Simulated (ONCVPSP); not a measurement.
# Which change was made? (Zr, ONCV)

```json
{"Element": "Zr", "Generator": "ONCVPSP 4.0.1", "Type": "optimised norm-conserving Vanderbilt (ONCV)", "Functional": "LDA (Perdew-Wang 92)", "Relativity": "scalar-relativistic", "Frozen core": "[Ar] 3d10", "Valence charge": "12", "Reference configuration": "4s2 4p6 4d2.5 5s1.5", "Partial waves": "4s+5s: rc 2.15 bohr, ncon 4, nbas 7, qcut 5.9 1/bohr, 2 projectors; 4p: rc 1.30 bohr, ncon 5, nbas 10, qcut 7 1/bohr, 3 projectors, debl 2.6 Ha; 4d: rc 2.40 bohr, ncon 5, nbas 9, qcut 5.6 1/bohr, 2 projectors, debl 0.7 Ha", "Local potential": "polynomial inside 0.85 bohr (lpopt 2, dvloc0 0 Ha)", "Core correction": "Teter function, fcfact 5.25, rcfact 1.05"}
```

Cutoffs, loose and tight: the cutoffs (Ha) at which the residual kinetic energy of the hardest occupied pseudo-wave falls to 1 and 0.1 mHa per electron. They do not see the model core or the augmentation charge, which bear on the density cutoff. Test errors are all-electron minus pseudo excitation energies from the reference, over the configurations 4s2 4p6 4d2 5s2; 4s2 4p6 4d2 5s1; 4s2 4p6 4d2 5s0; 4s2 4p6 4d0 5s0; variants that change the core or the reference have their own tests. The largest error is taken over the tests solved by every variant that gives reliable tests at all, those not shown here included: 4s2 4p6 4d2 5s0; 4s2 4p6 4d2 5s1; 4s2 4p6 4d2 5s2.

The base gives: outcome: generated; cutoff, loose: 25 Ha; cutoff, tight: 109 Ha; bound ghosts: p; GHOST(+) flags above zero: s, p; largest test error (meV): -3.9.

(1) After one change the result is: outcome: generated; cutoff, loose: 312 Ha; cutoff, tight: 351 Ha; bound ghosts: p; GHOST(+) flags above zero: s, p; largest test error (meV): -2.4. Which change was it?
A. all radii but the core radius scaled by about 0.77 (s 1.66, p 1.00, d 1.84 bohr); local potential polynomial inside 0.66 bohr (lpopt 2, dvloc0 0 Ha)
B. all radii but the core radius scaled by about 1.22 (s 2.62, p 1.58, d 2.92 bohr); local potential polynomial inside 1.04 bohr (lpopt 2, dvloc0 0 Ha)
C. all radii but the core radius scaled by about 1.07 (s 2.30, p 1.38, d 2.56 bohr); local potential polynomial inside 0.90 bohr (lpopt 2, dvloc0 0 Ha)

## Answers

(1) A. The others give: all radii but the core radius scaled by about 1.07 (s 2.30, p 1.38, d 2.56 bohr); local potential polynomial inside 0.90 bohr (lpopt 2, dvloc0 0 Ha) → outcome: generated; cutoff, loose: 24 Ha; cutoff, tight: 101 Ha; bound ghosts: none; GHOST(+) flags above zero: s, p; largest test error (meV): -4.3 | all radii but the core radius scaled by about 1.22 (s 2.62, p 1.58, d 2.92 bohr); local potential polynomial inside 1.04 bohr (lpopt 2, dvloc0 0 Ha) → outcome: generated; cutoff, loose: 20 Ha; cutoff, tight: 34 Ha; bound ghosts: none; GHOST(+) flags above zero: none; largest test error (meV): -4.9.
